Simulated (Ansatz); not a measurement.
Born–Oppenheimer molecular dynamics of Cl₅H₂Ta (8 atoms, charge 0, multiplicity 1). It starts at the highest image of a converged band, a first-order saddle point between two minima.

These are results of RKS PBE0/def2-SVP (Ansatz), not measurements.

- ensemble: NVE (velocity Verlet)
- time step: 0.5 fs
- steps asked: 200
- starting velocities drawn for: 100 K
- seed: 10365

First frame:

```xyz
8
Properties=species:S:1:pos:R:3
Ta -0.186 -0.309 0.179
Cl 2.492 0.365 0.363
Cl -0.159 -0.392 2.490
Cl 0.288 -1.039 -1.965
Cl -0.318 1.946 -0.171
Cl -2.331 -1.062 0.073
H 1.016 -1.657 0.494
H 1.893 -0.944 0.482
```

Question: How far do the bonds stretch over the last three quarters of this one trajectory? (Pairs bonded in most of those frames.)

Answer: 
```tsv
bond	mean (Å)	spread (Å)	shortest	longest
Ta1–Cl2	2.629	0.139	2.28	2.77
Ta1–Cl3	2.319	0.016	2.29	2.34
Ta1–Cl4	2.324	0.032	2.26	2.36
Ta1–Cl5	2.266	0.022	2.21	2.29
Ta1–Cl6	2.292	0.026	2.26	2.36
Ta1–H7	2.122	0.347	1.84	3.01
Ta1–H8	2.217	0.209	2.04	2.92
```

Pairs bonded in part of these frames only: Ta1–H7 81 %, Ta1–H8 88 %, Cl2–H8 50 %, H7–H8 46 %.

Mean temperature of the second half: 529 K. The conserved energy stayed within 0.024 meV per atom of its start (net change -0.011 meV per atom), so the integration is sound. The kinetic energy rose, since the run started high on the potential surface and went downhill. It ends in pieces (Cl5Ta + H2), so much of that is their flight and rotation, not heat. A run of 0.1 ps of so small a system gives no equilibrium averages. The orbitals stay closed-shell, which can raise the energy where a bond breaks towards radicals; this wasn't checked here.

Run time: 13 min on 4 threads of Arm Neoverse V1 (shared host), peak memory 0.38 GiB.
